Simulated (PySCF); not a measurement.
**Size series: AB cage**

All values: TDDFT PBE0/6-31G*, gas phase, PySCF SCF with an in-house response code, fitting set def2-universal-JFIT up to Ne and JKFIT beyond, grid level 1 (kernel 0), vertical, one conformer each, geometries GFN1-xTB; core orbitals frozen in the response, virtual orbitals above 1.5 Eh left out. The lowest 6 singlets were sought, and the brightest is taken among them. The runs took 0 to 50 CPU minutes each on shared server CPUs.

| formula units | system | formula | HOMO-LUMO gap / eV | S1 / eV | f(S1) | T1 (TDA) / eV | LUMO / eV |
| --- | --- | --- | --- | --- | --- | --- | --- |
| 11 | (MgS)11 cage of four- and six-membered rings | Mg11S11 | 4.94 | 4.17 | 0.001 | 4.09 | -1.88 |
| 12 | (MgS)12 cage of four- and six-membered rings | Mg12S12 | 4.93 | 4.15 | 0.003 | 4.05 | -1.93 |
| 14 | (MgS)14 cage of four- and six-membered rings | Mg14S14 | 4.91 | 4.20 | 0.001 | 4.13 | -1.89 |
| 15 | (MgS)15 cage of four- and six-membered rings | Mg15S15 | 4.91 | 4.21 | 0.001 | 4.13 | -1.88 |
| 16 | (MgS)16 cage of four- and six-membered rings | Mg16S16 | 5.10 | 4.33 | 0.012 | 4.22 | -1.88 |
